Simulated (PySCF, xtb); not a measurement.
O2Si, SMILES [O][Si]=O (connectivity only; charge and spin as stated), charge -1, multiplicity 2.

The structure is a stationary point at PBE0-D3(BJ)/def2-TZVPD. The isomer is the one that the SMILES or the coordinates give; other isomers of the formula were not compared.

Level of theory: C-PCM-ωB97X/def2-SVPD in PySCF 2.14.0.

The values are the electrostatic part of the solvation free energy, E(continuum) − E(gas) at the gas-phase geometry, in a cavity of scaled van der Waals radii (PySCF's table); cavitation and dispersion terms are not included.

Computed values in water (ε = 78.36), ethanol (ε = 24.85), acetonitrile (ε = 35.69):
| solvent | ε | ΔG(elec) (kcal/mol) |
|---|---|---|
| water | 78.36 | -62.6 |
| ethanol | 24.85 | -60.8 |
| acetonitrile | 35.69 | -61.6 |

For comparison, GFN2-xTB/ALPB(water) (xtb, at the GFN2-xTB geometry, all terms of that model) gives -60.8 kcal/mol.
